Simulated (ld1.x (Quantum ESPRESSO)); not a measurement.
**Transferability test, TM potential for oxygen (O)**

- Element: O (Z = 8)
- Generator: ld1.x (Quantum ESPRESSO) 7.5
- Type: norm-conserving Troullier–Martins (Kleinman–Bylander form)
- Functional: LDA (PZ)
- Relativity: non-relativistic
- Frozen core: [He]
- Valence charge: 6
- Reference configuration: 2s2 2p4
- Partial waves: 2s (bound): rc 0.70 bohr; 2p (bound): rc 1.90 bohr; 3d channel at -0.1 Ry: rc 1.75 bohr
- Local potential: all-electron potential smoothed inside 1.15 bohr (lloc = -1)
- Core correction: Bessel-smoothed model core inside 0.55 bohr

Energies are relative to the spin-unpolarised reference configuration 2s2 2p4; without spin polarisation the order of configurations can differ from experiment. Spin-polarised rows fill each open shell by Hund’s rule, majority spin first.

**Question.** Give the all-electron excitation energy and the error of the potential for: 2s2 2p3; 2s2 2p2; 2s2 2p1; 2s1 2p4; 2s2 2p3.5; 2s1 2p5; 2s2 2p4.3; 2s2 2p4 (spin-polarised); 2s2 2p3 (spin-polarised).

**Answer.**

```csv
valence configuration,charge,ΔE all-electron (eV),error AE − PS (meV)
2s2 2p3,+1,16.592,+54
2s2 2p2,+2,50.307,+476
2s2 2p1,+3,104.274,+1898
2s1 2p4,+1,31.372,-108
2s2 2p3.5,+0.5,6.370,+7.8
2s1 2p5,0,14.531,+7.9
2s2 2p4.3,-0.3,-2.176,+0.7
2s2 2p4 (spin-polarised),0,-1.409,-5.5
2s2 2p3 (spin-polarised),+1,12.580,+7.7
```

Levels in the configuration 2s2 2p3:

| level | all-electron (eV) | pseudo (eV) |
| --- | --- | --- |
| 2s | -39.345 | -39.369 |
| 2p | -24.594 | -24.435 |
